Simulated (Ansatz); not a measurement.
TiO₂, relaxed as a singlet with RKS PBE-D4/def2-TZVP in Ansatz, starting from the GFN2-xTB geometry. Force threshold 0.02 eV/Å.

Start:

```xyz
3

Ti    0.4415    0.3157    0.2430
O    -0.8080   -0.2793    1.1035
O     0.3665   -0.0365   -1.3465
```

(1) Estimate the energy that the relaxation releases and the steps that it takes.

(2) Does the start keep its bonding and symmetry?

(3) Predict the relaxed structure.

Results:

(1) 0.8 kcal/mol, in 3 steps; 2.9 s on 4 threads of Arm Neoverse V2 on a shared host. No frequencies were taken in this run, so the end may be a saddle point.

(2) By distances, no bond broke or formed. The bond that changes most is Ti1–O2, from 1.63 to 1.65 Å (atoms count from 1). Point group C2v at the start, C2v at the end, both within 0.05 Å.

(3) 
```csv
atom,x (Å),y (Å),z (Å)
Ti1,0.466,0.333,0.256
O2,-0.817,-0.287,1.090
O3,0.351,-0.046,-1.346
```
Bond lengths: 2 × O–Ti 1.65 Å.
